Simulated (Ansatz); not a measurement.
AlCl3, relaxed as a quintet with UKS B3LYP-D4/def2-TZVP in Ansatz, starting from the B3LYP-D4/def2-TZVP geometry of the neutral singlet. Force threshold 0.02 eV/Å.

In the quintet, Cl2 and Cl3 lie 2.61 Å apart, Cl2 and Cl4 lie 2.61 Å apart (atoms count from 1), so these atoms are partly bonded to each other. At B3LYP-D4/def2-TZVP a singlet of charge 0 lies 9.07 eV below the quintet, each at its own geometry. The structure comes from a short search, and lower isomers may exist.

Start:

```xyz
4

Al    0.000    0.000    0.000
Cl   -1.782    0.922    0.541
Cl    1.395   -0.500    1.456
Cl    0.387   -0.421   -1.997
```

Task: Estimate the energy that the relaxation releases and the steps that it takes.

Result: 355.5 kJ/mol, in 17 steps; 83 s on 2 threads of Arm Neoverse V2 on a shared host. No frequencies were taken in this run, so the end may be a saddle point.

Task: Does the start keep its bonding and symmetry?

Result: Bonds lost: Al1–Cl2 (atoms count from 1). Point group D3h at the start, C2v at the end, both within 0.05 Å.

Task: Predict the relaxed structure.

Result: 
```xyz
4

Al    1.362   -0.703   -0.397
Cl   -1.543    0.796    0.450
Cl    0.575   -0.078    1.695
Cl   -0.394   -0.016   -1.748
```
Bond lengths: 2 × Al–Cl 2.32 Å.
